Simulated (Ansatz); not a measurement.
GeF₄ was relaxed with B3LYP-D4 (def2-SVP) in Ansatz in these states: charge +1 doublet, neutral singlet. The geometries follow in no particular order.

A:

| atom | x (Å) | y (Å) | z (Å) |
| --- | --- | --- | --- |
| Ge1 | 0.0000 | 0.0000 | 0.0000 |
| F2 | 1.5502 | -0.5851 | -0.4028 |
| F3 | -0.4406 | -0.5739 | 1.5441 |
| F4 | -1.1311 | -0.5460 | -1.1534 |
| F5 | 0.0214 | 1.7051 | 0.0120 |

B:

```xyz
5

Ge   -0.056   -0.206   -0.162
F    -1.122   -1.382    0.355
F    -0.534    1.467    0.319
F     0.682   -0.283   -1.658
F     1.030    0.405    1.146
```

Problem. Judge from the bond lengths which geometry belongs to which state (an estimate).

Solution. A is the neutral singlet (Ge1–F5 1.705 Å, Ge1–F3 1.705 Å, Ge1–F2 1.705 Å); B is the charge +1 doublet (Ge1–F5 1.806 Å, Ge1–F3 1.805 Å, Ge1–F2 1.670 Å).
